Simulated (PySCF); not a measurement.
From one molecule to another.

First species: C₅H₉ClO₂Si.
Structure used (GFN2-xTB), in Å, numbered top down from 1:
```
atom  x, y, z in Å
C1    -1.9059    0.9514   -0.8189
O2    -2.3970   -0.3745   -0.7274
C3    -1.4417   -1.3427   -0.5049
O4    -0.9773   -1.3587    0.8441
C5     0.1430   -0.7148    1.0966
C6     1.2159   -0.0499    0.7268
Si7    2.3089    0.7698   -0.5079
Cl8    1.5864    0.3243   -2.3550
C9     1.0357   -0.3522    2.2169
H10   -2.7546    1.5616   -1.1191
H11   -1.1129    1.0214   -1.5698
H12   -1.5246    1.3065    0.1433
H13   -1.9403   -2.3049   -0.6565
H14   -0.5782   -1.2344   -1.1824
H15    2.2711    2.2263   -0.3819
H16    3.6713    0.2493   -0.4368
H17    1.6438   -1.1168    2.6872
H18    0.7478    0.4448    2.8942
```

Second species: C8H18S.
Atom-mapped SMILES: `[CH3:1][CH2:2][C@:3]([CH3:4])([CH2:5][SH:6])[CH:7]([CH3:8])[CH3:9]` (hydrogens: H10, H11, H12 on C1; H13, H14 on C2; H15, H16, H17 on C4; H18, H19 on C5; H20 on S6; H21 on C7; H22, H23, H24 on C8; H25, H26, H27 on C9)

Levels: PBE0/pcSseg-1 for dipole moment, HOMO energy, LUMO energy and HOMO–LUMO gap; GFN2-xTB for rotational constant A and rotational constant C. Geometries: GFN2-xTB. Each species is one conformer at its optimised geometry, gas phase, non-relativistic unless stated. Electronic properties by PySCF.

The conformers computed, where there is a choice (atom-mapped SMILES and torsion angles):
- `[CH3:1][O:2][CH2:3][O:4][C:5]1=[C:6]([SiH2:7][Cl:8])[CH2:9]1`: C1–O2–C3–O4 76°, O2–C3–O4–C5 -97°, C3–O4–C5–C6 -7°, C5–C6–Si7–Cl8 -9°
- `[CH3:1][CH2:2][C@:3]([CH3:4])([CH2:5][SH:6])[CH:7]([CH3:8])[CH3:9]`: C1–C2–C3–C4 58°, C2–C3–C5–S6 -172°, C2–C3–C7–C8 63°, H–S6–C5–C3 -69°

**Question.** Which has the higher LUMO energy?

**Answer.** The second: 0.75 eV against -0.14 eV, a difference of 0.89 eV.

**Question.** Which of the two has the higher HOMO–LUMO gap, and by how much?

**Answer.** The second: 7.39 eV against 6.68 eV, a difference of 0.71 eV.

**Question.** Which has the higher dipole moment?

**Answer.** The second: 1.75 D against 1.02 D, a difference of 0.73 D.

**Question.** Which has the higher rotational constant C?

**Answer.** The second: 0.831 GHz against 0.617 GHz, a difference of 0.214 GHz.

**Question.** Which has the higher rotational constant A?

**Answer.** The second: 1.386 GHz against 1.375 GHz, a difference of 0.011 GHz.

**Question.** Which of the two has the higher HOMO energy, and by how much?

**Answer.** The second: -6.64 eV against -6.82 eV, a difference of 0.18 eV.

On the first: The dipole equals about 3.4 × 10⁻³⁰ C·m (1 D = 3.33564 × 10⁻³⁰ C·m). A dipole of 1.02 D is allowed in C1, and pure rotational transitions are dipole-allowed.

On the second: The dipole matches unit charges of opposite sign 0.37 Å apart (1 e·Å = 4.8032 D).
